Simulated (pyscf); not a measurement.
**H₃C–BH–CH₂–CH₃, singlet**

Gas-phase minimum from PySCF at ωB97X-D3(BJ)/def2-SVP, one conformer. 

```xyz
13

C      0.8337     0.6301    -1.6142
B      1.2432     0.2249    -0.1534
C      0.3702     0.5046     1.1268
C     -0.9968     1.1676     0.9443
H      1.3205     1.6139    -1.7799
H      1.2408    -0.0373    -2.3897
H     -0.2449     0.7801    -1.7736
H      2.3323    -0.2908     0.0222
H      1.0078     1.0951     1.8151
H      0.2725    -0.4655     1.6547
H     -1.6601     0.5536     0.3131
H     -0.9042     2.1506     0.4538
H     -1.5127     1.3266     1.9049
```
Charge 0, spin multiplicity 1.

Bond lengths (Å): C1–B2 1.570, C1–H5 1.110, C1–H6 1.101, C1–H7 1.101, B2–C3 1.575, B2–H8 1.218, C3–C4 1.530, C3–H9 1.109, C3–H10 1.109, C4–H11 1.102, C4–H12 1.102, C4–H13 1.102. Bond angles (°): B2–C1–H5 104.7, B2–C1–H6 113.7, B2–C1–H7 115.2, H5–C1–H6 105.7, H5–C1–H7 106.7, H6–C1–H7 110.1, C1–B2–C3 124.5, C1–B2–H8 118.5, C3–B2–H8 117.0, B2–C3–C4 118.4, B2–C3–H9 106.3, B2–C3–H10 106.3, C4–C3–H9 110.9, C4–C3–H10 110.9 (the first ones only).

Properties at ωB97X-D3(BJ)/def2-SVP:

```json
{
 "harmonic_wavenumbers_unscaled": "78, 91, 222, 246, 477, 533, 570, 757, 873, 889, 966, 1025, 1051, 1108, 1217, 1258, 1321, 1350, 1400, 1422, 1429, 1461, 1486, 1490, 2568, 3034, 3038, 3059, 3073, 3127, 3146, 3148, 3176 cm⁻¹",
 "zero_point_energy": "71.6 kcal/mol",
 "rotational_symmetry_number": "1",
 "Entropy of this conformer at 298 K and 1 atm, rigid rotor and harmonic oscillator, modes under 100 cm⁻¹ raised to 100": "318.9 J/(mol K)",
 "dipole_moment": "0.39 D"
}
```

Single-point totals, which compare only within one level (frozen core for MP2 and CC):

| level | total energy (hartree) |
|---|---|
| ωB97X-D3(BJ)/def2-TZVP | -144.73185 |
| PBE/def2-TZVP | -144.40521 |
| r²SCAN/def2-TZVP | -144.53172 |
| B3LYP-D3(BJ)/def2-TZVP | -144.66106 |
| PBE0-D3(BJ)/def2-TZVP | -144.44740 |
| M06-2X/def2-TZVP | -144.55173 |
| ωB97M-D3(BJ)/def2-TZVP | -144.67025 |
| HF/def2-TZVPP | -143.57813 |
| MP2/def2-TZVPP | -144.21515 |
| CCSD/def2-TZVPP | -144.26770 |
| CCSD(T)/def2-TZVPP | -144.29309 |

Soft torsions are taken as harmonic, which can shift the entropy by several J/(mol K). The CCSD(T) − MP2 part came from Ansatz, without density fitting, on the same reference.
